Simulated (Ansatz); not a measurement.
Consider the atomization: `C[Se]BCF` → B• + 2 C• + F• + 6 H• + Se•.

Isolated molecules relaxed with PBE0-D4/def2-TZVP in Ansatz; ΔE leaves out vibrations. CCSD(T)/CBS is the MP2 limit (def2-TZVPP, def2-QZVPP) plus CCSD(T) − MP2 in def2-TZVPP, frozen cores. This one scheme is used for every species, atoms too. DFT in def2-TZVPP. No spin–orbit coupling; open shells (•) take unrestricted orbitals. Spin–orbit coupling would lower the free atoms: a little for B, C, F; clearly for Se. For Se outer-core shells are correlated without core-valence functions, so the limit isn't a true one: a few kJ/mol of doubt a bond, and 10 to 20 or more in all where bonds break to atoms. Scalar relativity is left out up to krypton. Each species was taken in one conformer, which may not be the lowest.

```csv
level,ΔE (kJ/mol)
PBE-D4,4103.2
r2SCAN-D4,4033.7
B2PLYP,3969.7
PBE,4082.9
MP2/def2-TZVPP,3975.4
MP2/def2-QZVPP,4029.6
HF/CBS(def2),2971.3
MP2/CBS(def2),4068.8
```

(1) What does CCSD(T)/CBS give? (Best estimate.)

Largest T1 diagnostic among the species: 0.014.

Results:

(1) The calculation gave: +4004.1 kJ/mol. The listed levels differ from it by 99.1, 29.6, -34.4, 78.8, -28.7, 25.5, -1032.8, 64.7 kJ/mol.

In def2-TZVPP, CCSD(T) changes the Hartree–Fock value by +941.5 kJ/mol (the triples alone add +58.6 kJ/mol) and MP2 by +1006.2 kJ/mol; breaking electron pairs costs correlation energy, which Hartree–Fock lacks. The D4 term adds +32.8 kJ/mol with B3LYP and +17.0 kJ/mol with PBE0; it sums over pairs of atoms, weighted by their polarisabilities, and B3LYP, whose exchange is more repulsive, gets the larger term.

B3LYP here is the variant with VWN-RPA as its local correlation; programs differ in this.

For atomizations the MP2-based limit and the directly extrapolated one differ by several kJ/mol either way, and by 10 to 25 for some Ge, Se and Sn compounds, so smaller differences from it don't rank the levels.
